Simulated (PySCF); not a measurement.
B(AsH2)2(F) (As2BFH4), SMILES FB([AsH2])[AsH2]. Coordinates come from a B3LYP-D3(BJ)/def2-SVP optimisation. The structure was generated by enumeration, and PubChem lists no compound with its InChIKey, so it may never have been made.

Computed equilibrium geometry at B3LYP-D3(BJ)/def2-SVP (PySCF confirms it by a frequency run) as Cartesian coordinates in Å, and its point group:
point group C2.
```xyz
8

B      0.0000     0.0000     0.6809
As     1.8031     0.0627    -0.2972
H      2.4315    -1.0714     0.5094
H      1.3448    -0.8390    -1.4390
As    -1.8031    -0.0627    -0.2972
H     -2.4315     1.0714     0.5094
H     -1.3448     0.8390    -1.4390
F      0.0000     0.0000     2.0076
```
